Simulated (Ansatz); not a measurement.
Cost and result for the atomization energy of GeH6OSi (`[SiH3][O][GeH3]`) (9 atoms, 8 bonds).

Cartesian coordinates in Å:
```
Si 0.058 1.225 -0.951
O 0.543 0.318 0.317
Ge 0.015 -1.222 1.027
H 0.181 0.467 -2.228
H 0.916 2.433 -1.011
H -1.366 1.637 -0.801
H 0.935 -1.455 2.229
H 0.174 -2.323 -0.034
H -1.456 -1.080 1.453
```

Total charge 0; spin multiplicity 1. Correlated methods include outer-core shells of Ge, which these sets cover unevenly. Scalar relativity is left out up to krypton. All single points use the PBE0-D4/def2-TZVP geometry. Program: Ansatz. All runs use 2 threads of a server CPU on a shared host. Times are those of one run each, without the atoms' runs, and a repeat can differ threefold. Electronic energies, without spin–orbit coupling; frozen cores. CCSD(T)/CBS adds CCSD(T) − MP2 in def2-TZVPP to the MP2 limit, and its time is that of the two runs behind it. T1 = 0.012. With those shells the extrapolation isn't a true limit.

CCSD(T)/CBS is a level of theory with its own doubt, some kJ/mol a heavy atom from the limit and from the frozen cores, so smaller differences don't rank the functionals.

```csv
level,functions,wall time,atomization (kJ/mol),difference from CCSD(T)/CBS,per bond
revPBE-D4/def2-TZVPP,205,1.3 s,2638.1,-111.6,-14.0
PBE-D4/def2-TZVPP (with forces),205,1.7 s,2687.4,-62.3,-7.8
PBE0-D4/def2-TZVPP,205,1.8 s,2669.9,-79.8,-10.0
CAM-B3LYP-D4/def2-TZVPP,205,2.3 s,2741.9,-7.8,-1.0
CCSD(T)/def2-SVP,94,2.5 s,2548.7,-201.0,-25.1
r2SCAN-D4/def2-TZVPP (with forces),205,2.8 s,2725.2,-24.5,-3.1
B2PLYP/def2-TZVPP,205,3.1 s,2697.4,-52.3,-6.5
PBE-QIDH/def2-TZVPP,205,3.4 s,2687.5,-62.2,-7.8
B97M-V/def2-TZVPP,205,4.5 s,2753.8,4.1,0.5
ωB97M-V/def2-TZVPP (with forces),205,7 s,2723.3,-26.4,-3.3
MP2/def2-QZVPP,396,14 s,2720.9,-28.8,-3.6
CCSD(T)/def2-TZVPP,205,26 s,2688.7,-61.0,-7.6
CCSD(T)/CBS(def2),–,40 s,2749.7,0.0,0.0
```

In def2-TZVPP, CCSD(T) changes the Hartree–Fock value by +655.2 kJ/mol (the triples alone add +26.2 kJ/mol) and MP2 by +650.4 kJ/mol; breaking electron pairs costs correlation energy, which Hartree–Fock lacks. Leaving LDA and LC-ωPBE aside and taking each functional with its dispersion term where it has one, the values spread over 115.8 kJ/mol, from revPBE-D4 to B97M-V. LDA lies +365.0 kJ/mol from PBE without D4, its usual overbinding. From r2SCAN to r2SCAN0 (25 % exact exchange), in def2-TZVPP and without D4, the atomization energy moves by −32.7 kJ/mol: exact exchange takes away binding that semilocal exchange gives to molecules.
